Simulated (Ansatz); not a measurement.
Start from `[CH3][Al]([F])[BH]O` and change one atom or group to get `[CH3][AlH][BH]O`.

Ansatz, PBE0-D4/def2-TZVP geometries, multiplicity 1. Each molecule was computed in one conformer, which needn't be the lowest.

| property | `[CH3][Al]([F])[BH]O` |
| --- | --- |
| HOMO energy (ωB97M-V/def2-TZVPP) / eV | -9.14 |
| LUMO energy (B3LYP/def2-TZVPP) / eV | -1.66 |
| HOMO energy (PBE0/def2-TZVPP) / eV | -7.02 |
| LUMO energy (PBE/def2-TZVPP) / eV | -2.34 |
| LUMO energy (PBE0/def2-TZVPP) / eV | -1.45 |
| size of the dipole moment (ωB97M-V/def2-TZVPP) / D | 2.73 |

Q: Give the same properties after the change, and the shifts. (Estimate.)

A: Ansatz gave: 
| property | `[CH3][AlH][BH]O` | shift |
| --- | --- | --- |
| HOMO energy (ωB97M-V/def2-TZVPP) / eV | -8.92 | 0.22 |
| LUMO energy (B3LYP/def2-TZVPP) / eV | -2.28 | -0.62 |
| HOMO energy (PBE0/def2-TZVPP) / eV | -6.79 | 0.23 |
| LUMO energy (PBE/def2-TZVPP) / eV | -2.90 | -0.56 |
| LUMO energy (PBE0/def2-TZVPP) / eV | -2.08 | -0.63 |
| size of the dipole moment (ωB97M-V/def2-TZVPP) / D | 1.75 | -0.98 |

With PBE0 the HOMO rises by 0.23 eV and the LUMO falls by 0.63 eV, so the gap narrows by about 0.86 eV. PBE moves the HOMO by 0.19 eV and ωB97M-V by 0.22 eV. Dipoles are sizes alone; their direction can turn.

B3LYP here is the variant with VWN-RPA as its local correlation; programs differ in this.
